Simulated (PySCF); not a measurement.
**Electron correlation in Yb⁵⁷⁺ (ytterbium, charge +57)**

[Ne] 3s2 3p1, 2P determinant. Calculation: PySCF 2.14, in an uncontracted even-tempered set (16 s from 14 bohr⁻², ratio 2.5; 10 p from 18 bohr⁻², ratio 2.5; 4 d from 72 bohr⁻², ratio 2.7; 4 f from 110 bohr⁻², ratio 2.7); the non-relativistic Hamiltonian (point nucleus). Frozen: 1s2; 11 electrons correlated; the 17 highest virtual orbitals of each spin left out.

```tsv
level	correlation energy (mhartree)
CCSD	-567.08
(T)	-1.69
CCSD(T)	-568.77
```

Diagnostics: T1 = 0.00081, D1 = 0.0035, largest double amplitude 0.084.

A non-relativistic calculation at this Z misses sizeable relativistic shifts. Spin-orbit coupling, absent here, splits the open shell strongly.

Cost of the coupled-cluster step: roughly 27 core-seconds, for 11 correlated electrons.

Iterations:

```
CC2 = 0
CCSD nocc = (np.int64(6), np.int64(5)), nmo = (76, 76)
frozen orbitals [[0, 77, 78, 79, 80, 81, 82, 83, 84, 85, 86, 87, 88, 89, 90, 91, 92, 93], [0, 77, 78, 79, 80, 81, 82, 83, 84, 85, 86, 87, 88, 89, 90, 91, 92, 93]]
max_cycle = 100
direct = 0
conv_tol = 1e-08
conv_tol_normt = 1e-06
diis_space = 8
diis_start_cycle = 0
Init t2, MP2 energy = -0.509307876191666
Init E_corr(UCCSD) = -0.50930787619418
cycle = 1  E_corr(UCCSD) = -0.547690782798732  dE = -0.0383829066  norm(t1,t2) = 0.0267847
cycle = 2  E_corr(UCCSD) = -0.560293686373162  dE = -0.0126029036  norm(t1,t2) = 0.00958847
cycle = 3  E_corr(UCCSD) = -0.567128327241011  dE = -0.00683464087  norm(t1,t2) = 0.00348752
cycle = 4  E_corr(UCCSD) = -0.567079557675419  dE = 4.87695656e-05  norm(t1,t2) = 8.34615e-05
cycle = 5  E_corr(UCCSD) = -0.56708300469902  dE = -3.4470236e-06  norm(t1,t2) = 3.34598e-06
cycle = 6  E_corr(UCCSD) = -0.567081984276809  dE = 1.02042221e-06  norm(t1,t2) = 4.49823e-07
cycle = 7  E_corr(UCCSD) = -0.567082114327859  dE = -1.3005105e-07  norm(t1,t2) = 1.00685e-07
cycle = 8  E_corr(UCCSD) = -0.567082144138675  dE = -2.98108159e-08  norm(t1,t2) = 3.74852e-08
cycle = 9  E_corr(UCCSD) = -0.567082157155519  dE = -1.3016844e-08  norm(t1,t2) = 2.29689e-08
cycle = 10  E_corr(UCCSD) = -0.567082191702729  dE = -3.45472095e-08  norm(t1,t2) = 1.66149e-08
cycle = 11  E_corr(UCCSD) = -0.567082186551933  dE = 5.15079612e-09  norm(t1,t2) = 1.35912e-09
UCCSD converged
E(UCCSD) = -9828.277060123168  E_corr = -0.5670821865519325
UCCSD(T) correction = -0.00169249433458732
```

At this charge a non-relativistic calculation is a model, useful for the Z dependence of the correlation energy.
